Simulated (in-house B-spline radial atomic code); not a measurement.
Ionisation energies along the 6-electron series, configuration 1s2 2s2 2p1/2(2), as differences of self-consistent energies. Dirac energy differences include first-order Breit, QED and recoil terms. NIST's values go from ground level to ground level; the uncertainty of those that are theory runs from under 0.1 % in few-electron ions to several per cent in heavy many-electron ones. Computed with an all-electron radial atomic-structure program (B-spline basis): Dirac-Hartree-Fock, jj configuration that fills j = l - 1/2 first, finite nuclei.

A number in brackets counts the electrons of a j subshell.

```csv
ion,configuration after,ionisation energy (eV),IE/(q+1)² (eV),-ε less Coulomb ΔSCF (eV),Breit and QED recoil part (eV),tabulated value (eV),tabulated kind,computed minus tabulated (eV)
C,[He] 2s2 2p1/2(1),9.48,9.4809,1.1233,-0.00087986,11.26029,measured,-1.78
N+,[He] 2s2 2p1/2(1),?,?,?,?,?,semi-empirical,?
O2+,[He] 2s2 2p1/2(1),52.24,5.805,1.1535,-0.008995,54.93554,semi-empirical,-2.69
F3+,[He] 2s2 2p1/2(1),84.08,5.2551,1.1615,-0.016911,87.175,semi-empirical,-3.09
Ne4+,[He] 2s2 2p1/2(1),?,?,?,?,?,measured,?
Mg6+,[He] 2s2 2p1/2(1),220.92,4.5085,1.1772,-0.062842,225.02,semi-empirical,-4.10
```

Problem. Fill in the row of N+.

Solution. ionisation energy (eV): 27.35; IE/(q+1)² (eV): 6.8363; -ε less Coulomb ΔSCF (eV): 1.1418; Breit and QED recoil part (eV): -0.0038194; tabulated value (eV): 29.60125; computed minus tabulated (eV): -2.26.

Problem. Fill in the row of Ne4+.

Solution. ionisation energy (eV): 122.81; IE/(q+1)² (eV): 4.9126; -ε less Coulomb ΔSCF (eV): 1.1677; Breit and QED recoil part (eV): -0.028191; tabulated value (eV): 126.247; computed minus tabulated (eV): -3.43.

Problem. How far is this level of theory from the measured and semi-empirical values?

Solution. Over those 6 rows the differences run from -4.1 to -1.78 eV (mean absolute value 2.9 eV). The calculation leaves out correlation and, in open shells, the multiplet splittings that an average leaves out.
